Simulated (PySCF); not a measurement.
CHF₂NOSi. Atoms are numbered in the order given.

```xyz
7

Si    -0.9251    -0.3635     0.0000
F     -1.5312     0.3737     1.2947
F     -1.5312     0.3737    -1.2947
N      0.7593    -0.1735     0.0000
C      1.9484     0.0041     0.0000
O      3.1035     0.1660     0.0000
H     -1.3206    -1.7755     0.0000
```
Charge 0, spin multiplicity 1.

Geometry optimised at B3LYP-D3(BJ)/def2-SVP. This is a generated structure with no PubChem entry under its InChIKey; it may be hypothetical. One conformer was computed; it need not be the lowest.

The numbers are results of PBE/def2-TZVP (PySCF), not measurements.

Symmetry labels are those of the subgroup Cs that the program uses (full group Cs).

Computed valence orbital energies around the gap with their symmetry:
```tsv
orbital	symmetry	energy (eV)
HOMO−7	A"	-11.89
HOMO−6	A'	-11.60
HOMO−5	A'	-10.92
HOMO−4	A"	-10.57
HOMO−3	A"	-10.28
HOMO−2	A'	-9.59
HOMO−1	A"	-8.15
HOMO	A'	-8.12
LUMO	A"	-1.23
LUMO+1	A'	-1.06
LUMO+2	A'	-0.01
LUMO+3	A'	0.53
```
